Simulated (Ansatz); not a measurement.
Reaction (cleavage of the Sn–Si bond): `[CH3][SnH2][SiH2]F` + `N=CO` → `[CH3][SnH2][O]C=N` + `F[SiH3]`

Gas-phase electronic energies from Ansatz, PBE0-D4/def2-TZVP geometries. CBS: MP2 limit from def2 TZ/QZ plus the TZ coupled-cluster correction, frozen cores. This one scheme is used for every species. Functionals use def2-TZVPP. B3LYP here is the variant with VWN-RPA as its local correlation; programs differ in this. def2 core potentials past Kr. For Sn outer-core shells are correlated without core-valence functions, which leaves a few kJ/mol of doubt a bond. One conformer a species, not always the lowest.

(1) Is it downhill or uphill in electronic energy at CCSD(T)/CBS, and by how much? (Estimate.)

(2) What do these levels give: r2SCAN-D4, PBE0-D4, B3LYP-D4, ωB97X-V, PBE, r2SCAN, SCS-MP2/def2-TZVPP, CCSD/def2-TZVPP, HF/def2-QZVPP, SCS-MP2/def2-QZVPP, HF/CBS(def2), MP2/CBS(def2)? (Estimate.)

Largest T1 diagnostic among the species: 0.014.

## Answers

(1) The calculation gave: Downhill: ΔE = -8.3 kJ/mol.

(2) Ansatz gave: r2SCAN-D4 -1.7, PBE0-D4 10.7, B3LYP-D4 -4.1, ωB97X-V -4.3, PBE 11.7, r2SCAN -1.0, SCS-MP2/def2-TZVPP -15.2, CCSD/def2-TZVPP -6.1, HF/def2-QZVPP -13.5, SCS-MP2/def2-QZVPP -15.6, HF/CBS(def2) -13.8, MP2/CBS(def2) -11.1 kJ/mol.

The D4 term adds −3.5 kJ/mol with B3LYP and −1.9 kJ/mol with PBE0; it sums over pairs of atoms, weighted by their polarisabilities, and B3LYP, whose exchange is more repulsive, gets the larger term.
